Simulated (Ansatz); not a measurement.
CH9NOSi2 (`C[SiH2][SiH](N)O`), relaxed with RKS PBE0-D4/def2-TZVP in Ansatz from a PBE-D4/def2-SVP geometry. The force threshold is 0.005 eV/Å; the program also tests the step.

Charge 0, multiplicity 1.

Start:

```xyz
14

C     0.136   -1.916    1.431
Si    1.011   -0.727    0.242
Si   -0.547    0.674   -0.811
N     0.279    2.019   -1.540
O    -1.611    1.011    0.470
H    -0.511   -1.332    2.116
H     0.857   -2.506    2.032
H    -0.511   -2.620    0.870
H     1.815   -1.482   -0.788
H     1.984    0.146    1.001
H    -1.316    0.054   -1.956
H    -0.145    2.571   -2.289
H     0.956    2.570   -1.008
H    -2.395    1.538    0.230
```

| step | energy (eV) | largest force (eV/Å) | largest move (Å) |
| --- | --- | --- | --- |
| 1 | -20469.1236 | 0.843 | 0.000 |
| 2 | -20469.1839 | 0.535 | 0.066 |
| 3 | -20469.1954 | 0.231 | 0.040 |
| 4 | -20469.1999 | 0.094 | 0.025 |
| 5 | -20469.2021 | 0.120 | 0.071 |
| 6 (rejected) | -20469.2019 | 0.147 | 0.054 |
| 7 | -20469.2031 | 0.016 | 0.014 |
| 8 | -20469.2033 | 0.015 | 0.015 |
| 9 | -20469.2034 | 0.017 | 0.015 |
| 10 | -20469.2034 | 0.011 | 0.013 |
| 11 | -20469.2034 | 0.007 | 0.004 |
| 12 | -20469.2034 | 0.005 | 0.003 |
| 13 | -20469.2034 | 0.002 | 0.003 |

End:

```xyz
14

C     0.158   -1.928    1.436
Si    0.978   -0.719    0.260
Si   -0.563    0.689   -0.794
N     0.236    2.035   -1.484
O    -1.651    1.027    0.412
H    -0.433   -1.386    2.178
H     0.898   -2.538    1.958
H    -0.515   -2.597    0.895
H     1.759   -1.450   -0.780
H     1.950    0.138    1.004
H    -1.284    0.077   -1.949
H    -0.070    2.476   -2.334
H     0.925    2.579   -0.993
H    -2.390    1.597    0.192
```

It took 48 s on 4 threads of an AMD EPYC 7B13 on a shared host, with 0.66 GiB of host memory at the peak.
